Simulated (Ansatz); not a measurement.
C₅HBClF₇O₂, SMILES `F[B-]1(Cl)OC(C(F)(F)F)=CC(C(F)(F)F)=[O+]1`, relaxed with RKS PBE-D4/def2-SVP in Ansatz 0.2.0 from a rough embedded geometry. The force threshold is 0.03 eV/Å; the program also tests the step.

Total charge 0; spin multiplicity 1.

Start:

```xyz
17

F    -2.997    0.202   -0.343
B    -1.920   -0.733   -0.526
Cl   -2.612   -2.306   -1.234
O    -1.175   -0.984    0.749
C    -0.063   -0.360    1.153
C     0.456   -0.512    2.579
F     0.601    0.747    3.133
F    -0.413   -1.232    3.310
F     1.713   -1.178    2.568
C     0.649    0.332    0.258
C     0.170    0.393   -1.139
C     1.055    1.074   -2.177
F     0.376    1.052   -3.358
F     1.273    2.358   -1.786
F     2.224    0.391   -2.283
O    -0.915   -0.101   -1.468
H     1.576    0.857    0.563
```

```
         step  energy (eV)  largest force (eV/Å)  largest move (Å)
            1  -41456.4551                 4.380             0.000
            2  -41457.0792                 2.128             0.114
            3  -41457.2400                 0.509             0.081
            4  -41457.2454                 0.419             0.079
            5  -41457.2559                 0.112             0.050
            6  -41457.2579                 0.065             0.026
            7  -41457.2623                 0.268             0.144
            8  -41457.2672                 0.115             0.012
            9  -41457.2745                 0.098             0.094
10 (rejected)  -41457.2726                 0.559             0.195
           11  -41457.2803                 0.159             0.098
13 (rejected)  -41457.2865                 0.410             0.146
           15  -41457.2992                 0.078             0.072
           17  -41457.3075                 0.196             0.025
19 (rejected)  -41457.2821                 0.911             0.195
           21  -41457.3326                 0.126             0.071
           23  -41457.3400                 0.168             0.027
25 (rejected)  -41457.3429                 0.412             0.179
           27  -41457.3483                 0.014             0.045
           29  -41457.3530                 0.174             0.077
           31  -41457.3566                 0.041             0.053
           33  -41457.3585                 0.075             0.041
           35  -41457.3595                 0.010             0.034
           37  -41457.3597                 0.015             0.002
```

End:

```xyz
17

F    -3.040   -0.720   -0.642
B    -1.729   -1.026   -0.576
Cl   -1.246   -2.707   -1.088
O    -1.252   -0.830    0.873
C    -0.105   -0.320    1.141
C     0.278   -0.381    2.627
F     1.496    0.161    2.828
F    -0.621    0.298    3.358
F     0.300   -1.657    3.040
C     0.728    0.280    0.191
C     0.186    0.442   -1.089
C     0.903    1.262   -2.172
F     0.150    2.320   -2.515
F     2.093    1.706   -1.723
F     1.108    0.503   -3.259
O    -0.949   -0.034   -1.456
H     1.700    0.704    0.462
```

Run time 35 s (11 threads of an AMD EPYC 7R13 on a shared host and a whole NVIDIA H100 80 GB); peak host memory 0.9 GiB.
